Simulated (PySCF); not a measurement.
Atom-mapped SMILES (the numbers label the heavy atoms): `[F:1][C:2]([F:3])([F:4])[O:5][C:6]1=[CH:7][O:8][CH2:9][CH2:10]1` (H(Xn): hydrogen on atom n).

No solvent model, non-relativistic, averaged over atoms made equivalent by symmetry, fast rotation or ring inversion, single conformer. σ from GIAO-PBE0/pcSseg-1; geometry: GFN2-xTB; PySCF.

Chemical shifts δ = σref − σ; TMS for ¹³C (186.93 ppm), all at this level.

Question: Do the ¹³C shifts follow the atomic charges (in e)? Tabulate both.

Answer: 
```tsv
atoms	hybridisation	δ (ppm)	σ para (ppm)	Hirshfeld	IAO	Mulliken	ESP-fitted
C7	sp2	138.1	-206	-0.01	+0.00	+0.24	-0.15
C6	sp2	137.9	-208	+0.02	+0.09	-0.07	+0.26
C2	sp3	129.7	-180	+0.32	+0.95	+0.95	+0.75
C9	sp3	69.6	-127	+0.02	-0.06	+0.08	-0.02
C10	sp3	33.7	-95	-0.07	-0.28	-0.19	-0.11
```

Correlation coefficients of δ with charge over these carbons: Hirshfeld +0.48, IAO +0.57, Mulliken +0.50, ESP-fitted +0.46; with the paramagnetic shielding -0.99. With so few points, grouped by hybridisation, these coefficients are fragile. Charge is one influence among several: hybridisation and low-lying excitations act through the paramagnetic term.

Shifts are as computed. Against solution values, carbons near 30 ppm lie about +3 ppm off and those near 130 ppm about +5 ppm. Of 1211 compounds with measured shifts, 218 miss one by over three times the rms of a fit or turn the order of signals round; such compounds aren't used in these exercises.
